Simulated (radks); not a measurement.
Results of a calculation; reference values are marked as such.
These are the eigenvalues of the occupied orbitals of an atom or ion with whole-number occupations (hartree). Level of theory: scalar-relativistic Kohn-Sham, LDA (Slater exchange, Perdew-Wang correlation), spin-polarised, spherical densities, point nucleus (a radial shooting solver on a logarithmic mesh with Libxc functionals).

1s up: -1972.576
1s down: -1972.571
2s up: -330.4795
2s down: -330.4721
2p up: -293.6059
2p down: -293.5998
3s up: -75.45124
3s down: -75.34533
3p up: -64.13288
3p down: -64.02766
3d up: -49.53794
3d down: -49.45522
4s up: -16.87111
4s down: -16.65296
4p up: -13.13072
4p down: -12.91526
4d up: -8.03315
4d down: -7.82084
5s up: -3.84435
5p up: -2.85753
5p down: -2.74631
4f up: -2.44120
4f down: -2.23911
5f up: -0.72816

Which element is it, and in what charge state? The configuration may be excited. Open shells, if any, are filled with parallel spins first.

Answer. Z = 66, dysprosium, charge +4: Dy4+ in [Kr] 4d10 4f8 5s1 5p6 5f1. The list shows which subshells hold electrons but not how many an open one holds; the 1s level, -1972.6 hartree, gives Z - s = 62.8 by -(Z - s)^2/2, which with screening and relativity narrows Z to a few neighbours, and the depths of the outer levels then fix element, charge and occupations together.
